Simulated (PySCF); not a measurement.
Dipole response of P⁺ (phosphorus, charge +1)

[Ne] 3s2 3p2, high-spin 3P determinant. Computed with PySCF 2.14 in aug-cc-pV(5+d)Z (8s7p6d4f3g2h, 136 functions), with the non-relativistic Hamiltonian (point nucleus). Coupled (time-dependent) response in atomic units; α is the mean over directions.

```csv
method,mean α (bohr³),"α xx, yy, zz",C₆ (like pair),S(−4)
UHF,14.47,"14.10, 14.66, 14.66",74.98,70.72
PBE,14.45,"13.82, 14.76, 14.76",74.55,69.28
PBE0,14.32,"13.80, 14.58, 14.58",73.80,67.45
```

S(−4) is the Cauchy moment in α(ω) = α(0) + S(−4) ω² + …

α(iu) at UHF:

| u (hartree) | α(iu) (bohr³) |
| --- | --- |
| 0 | 14.47 |
| 0.0500 | 14.30 |
| 0.100 | 13.81 |
| 0.200 | 12.18 |
| 0.300 | 10.23 |
| 0.500 | 6.855 |
| 0.750 | 4.238 |
| 1.00 | 2.805 |
| 1.50 | 1.478 |
| 2.00 | 0.9229 |
| 3.00 | 0.4804 |
| 5.00 | 0.2200 |

A single London oscillator, α(iu) = α/(1 + u²/ω²), gives C₆ = (3/4) ω α². Matching the computed C₆ needs ω = 4 × 74.98 / (3 × 14.47²) = 0.477 hartree.

For an ion, C₆ is the dispersion term alone; charge-induced terms of lower order in 1/R come first.

The components differ because the open shell of this determinant is not spherical; for a pure term their mean is the scalar polarisability.
